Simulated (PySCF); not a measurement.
## Basis-set dependence of population analyses: `O=C1COC[SiH2]1`

C₃H₆O₂Si.
SMILES with atom numbers: `[O:1]=[C:2]1[CH2:3][O:4][CH2:5][SiH2:6]1` (hydrogens: H7, H8 on C3; H9, H10 on C5; H11, H12 on Si6)

PBE0 throughout (PySCF), one geometry, spherical d and f functions. Isolated species at its PBE0-D3(BJ)/def2-SVP geometry (one conformer only). Atoms taken as equivalent share a column and are averaged. The first 7 of 9 kinds of atom are listed.

Mulliken charges (e):

```csv
basis,functions,O1,C2,C3,O4,C5,Si6,H7/H8
STO-3G,40,-0.184,+0.013,-0.078,-0.214,-0.207,+0.551,+0.087
6-31G,70,-0.392,+0.096,-0.129,-0.499,-0.382,+0.636,+0.210
pcSseg-0,70,-0.447,-0.063,-0.103,-0.657,-0.612,+0.857,+0.268
6-31G*,100,-0.383,+0.203,-0.153,-0.467,-0.306,+0.410,+0.200
cc-pVDZ,118,-0.197,-0.053,+0.141,-0.316,-0.041,+0.285,+0.064
def2-SVP,118,-0.207,-0.136,+0.207,-0.405,-0.080,+0.433,+0.065
aug-cc-pVDZ,196,-0.578,+0.303,+0.760,-0.610,+0.704,-0.313,-0.165
"6-311+G(2d,p)",206,-0.359,+0.193,-0.280,-0.256,-0.321,+0.479,+0.163
def2-TZVP,228,-0.265,+0.074,-0.001,-0.263,-0.200,+0.163,+0.120
cc-pVTZ,268,-0.244,+0.051,+0.027,-0.262,-0.121,+0.231,+0.091
IGLO-III,279,-0.397,+0.136,-0.074,-0.285,-0.356,+0.723,+0.135
pcSseg-2,307,-0.343,+0.049,+0.240,-0.417,-0.107,+0.529,+0.052
```

IAO charges (e):

```tsv
basis	functions	O1	C2	C3	O4	C5	Si6	H7/H8
STO-3G	40	-0.173	-0.038	-0.185	-0.217	-0.381	+0.676	+0.137
6-31G	70	-0.336	+0.130	-0.140	-0.357	-0.338	+0.501	+0.169
pcSseg-0	70	-0.318	+0.109	-0.134	-0.353	-0.339	+0.501	+0.166
6-31G*	100	-0.360	+0.147	-0.111	-0.375	-0.326	+0.608	+0.155
cc-pVDZ	118	-0.353	+0.148	-0.113	-0.373	-0.324	+0.596	+0.155
def2-SVP	118	-0.352	+0.141	-0.107	-0.373	-0.323	+0.615	+0.153
aug-cc-pVDZ	196	-0.378	+0.159	-0.114	-0.388	-0.328	+0.605	+0.161
6-311+G(2d,p)	206	-0.380	+0.153	-0.116	-0.390	-0.337	+0.637	+0.162
def2-TZVP	228	-0.377	+0.152	-0.114	-0.389	-0.338	+0.643	+0.160
cc-pVTZ	268	-0.373	+0.153	-0.115	-0.386	-0.336	+0.628	+0.160
IGLO-III	279	-0.380	+0.151	-0.116	-0.390	-0.339	+0.646	+0.162
pcSseg-2	307	-0.379	+0.152	-0.114	-0.389	-0.338	+0.642	+0.161
```

Some averages cover members that differ in this geometry, most widely: H7/H8, Mulliken in aug-cc-pVDZ -0.232 to -0.098; H7/H8, Mulliken in IGLO-III +0.110 to +0.160; H7/H8, IAO in 6-31G +0.149 to +0.189; H7/H8, IAO in pcSseg-0 +0.147 to +0.185 e.

Q: Which scheme is steadiest as the basis changes?

A: Largest range over the bases for any column: IAO 0.21 e, Mulliken 1.32 e. IAO charges move least and Mulliken charges most, counted in e. Without the minimal STO-3G basis the ranges are IAO 0.14, Mulliken 1.32 e.

Q: How much do the charges still move between the two largest bases, IGLO-III and pcSseg-2?

A: At most, over all atoms: Mulliken 0.314 e, IAO 0.004 e.

Q: What do the same runs give for the total energy, the frontier levels and the dipole moment?

A: 
```json
{"basis": "STO-3G", "energy (Eh)": "-550.6101", "HOMO (eV)": "-3.27", "LUMO (eV)": "2.53", "μ (D)": "1.50"}
{"basis": "6-31G", "energy (Eh)": "-557.2613", "HOMO (eV)": "-6.49", "LUMO (eV)": "-1.22", "μ (D)": "2.33"}
{"basis": "pcSseg-0", "energy (Eh)": "-556.4183", "HOMO (eV)": "-6.67", "LUMO (eV)": "-1.44", "μ (D)": "2.31"}
{"basis": "6-31G*", "energy (Eh)": "-557.3804", "HOMO (eV)": "-6.34", "LUMO (eV)": "-1.13", "μ (D)": "2.21"}
{"basis": "cc-pVDZ", "energy (Eh)": "-557.4176", "HOMO (eV)": "-6.36", "LUMO (eV)": "-1.23", "μ (D)": "2.12"}
{"basis": "def2-SVP", "energy (Eh)": "-557.1133", "HOMO (eV)": "-6.49", "LUMO (eV)": "-1.34", "μ (D)": "2.17"}
{"basis": "aug-cc-pVDZ", "energy (Eh)": "-557.4408", "HOMO (eV)": "-6.61", "LUMO (eV)": "-1.53", "μ (D)": "2.40"}
{"basis": "6-311+G(2d,p)", "energy (Eh)": "-557.4954", "HOMO (eV)": "-6.64", "LUMO (eV)": "-1.57", "μ (D)": "2.43"}
{"basis": "def2-TZVP", "energy (Eh)": "-557.5194", "HOMO (eV)": "-6.58", "LUMO (eV)": "-1.51", "μ (D)": "2.35"}
{"basis": "cc-pVTZ", "energy (Eh)": "-557.5111", "HOMO (eV)": "-6.54", "LUMO (eV)": "-1.44", "μ (D)": "2.29"}
{"basis": "IGLO-III", "energy (Eh)": "-557.5248", "HOMO (eV)": "-6.62", "LUMO (eV)": "-1.55", "μ (D)": "2.41"}
{"basis": "pcSseg-2", "energy (Eh)": "-557.5251", "HOMO (eV)": "-6.63", "LUMO (eV)": "-1.54", "μ (D)": "2.41"}
```

The dipole is fixed by the density alone, so its range of 0.93 D shows that the density itself changes with the basis, not only its division among atoms.
